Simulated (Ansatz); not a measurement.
An input meant for the cluster B₄F₂ (charge 0, singlet; with a point charge).

```yaml
crystal:
  periodic: [false, false, false]
  atoms:
    - {symbol: B, position_ang: [-0.329533, 0.613686, 1.253337]}
    - {symbol: B, position_ang: [-0.669088, -0.455448, -0.100329]}
    - {symbol: B, position_ang: [0.669052, 0.455540, 0.100279]}
    - {symbol: B, position_ang: [0.329559, -0.613775, -1.253294]}
    - {symbol: F, position_ang: [1.027578, -0.898957, -2.330583]}
    - {symbol: D, position_ang: [-1.027568, 0.898954, 2.330591]}
basis:
  gaussian: {orbitals: "6-31G*", nuclear_model: gaussian, point_charges: [{charge: 1.00, position_ang: [4.079, -0.764, 0.039]}]}
hamiltonian: {xc: {name: BLYP}}
accuracy: high
scf: {omitted_lower_state_checks: [starts]}
```

```sh
$ ansatz run in.yaml --threads 4 --pin off --events-out ev --progress --plain --max-ram 3916MiB
```

It prints (some lines left out):

```
Error: YAML parse error: error: line 9 column 16: `D` is not an element symbol (H … Og, case-exact)
 7 |     - {symbol: B, position_ang: [0.329559, -0.613775, -1.253294]}
 8 |     - {symbol: F, position_ang: [1.027578, -0.898957, -2.330583]}
 9 |     - {symbol: D, position_ang: [-1.027568, 0.898954, 2.330591]}
10 | basis:
11 |   gaussian: {orbitals: "6-31G*", nuclear_model: gaussian, point_charges: [{charg…
```

**Question.** What is wrong with this run?

**Answer.** An element symbol is wrong. The input was rejected before any iteration.
